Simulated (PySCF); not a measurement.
**Dipole polarisabilities along group 6, charge +1**

Calculated with PySCF 2.14 for the ground configurations, without spin-orbit coupling: coupled response for Hartree-Fock and DFT. Mean α in bohr³, C₆ of like pairs in atomic units.

```csv
species,α UHF,α PBE,α PBE0,C₆ UHF,C₆ PBE,C₆ PBE0
"Cr⁺ [Ar] 3d5 (x2c-TZVPPall with one added diffuse shell each of s, p, d, f type, spin-free X2C)",9.392,14.87,12.67,33.74,56.12,47.02
"Mo⁺ [Kr] 4d5 (x2c-TZVPPall with one added diffuse shell each of s, p, d, f type, spin-free X2C)",18.02,21.87,20.23,114.9,142.3,130.6
"W⁺ [Xe] 4f14 5d4 6s1 (x2c-TZVPPall with one added diffuse shell each of s, p, d, f type, spin-free X2C)",44.29,35.23,36.63,391.4,304.0,316.4
```

The values depend on the diffuse functions of the basis.
